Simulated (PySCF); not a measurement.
hexafluorodisiloxane (F6OSi2), SMILES F[Si](F)(F)O[Si](F)(F)F. The structure is a stationary point at B3LYP-D3(BJ)/def2-SVP. The values are those of a single conformer.

Problem. Give the equilibrium geometry at B3LYP-D3(BJ)/def2-SVP (PySCF confirms it by a frequency run) as bond lengths and angles, and its point group. (The exact figures need the calculation; the answer reports its results.)

Solution. One answer among several that fit: point group C2.
Atoms: F1 Si2 F3 F4 O5 Si6 F7 F8 F9. Bonded distances (Å): F1–Si2 1.593, Si2–F3 1.592, Si2–F4 1.594, Si2–O5 1.621, O5–Si6 1.621, Si6–F7 1.594, Si6–F8 1.593, Si6–F9 1.592. Bond angles (°): F1–Si2–F3 108.9, F1–Si2–F4 108.8, F1–Si2–O5 110.2, F3–Si2–F4 109.0, F3–Si2–O5 109.6, F4–Si2–O5 110.3, Si2–O5–Si6 157.4, O5–Si6–F7 110.3, O5–Si6–F8 110.2, O5–Si6–F9 109.6, F7–Si6–F8 108.8, F7–Si6–F9 109.0, F8–Si6–F9 108.9.
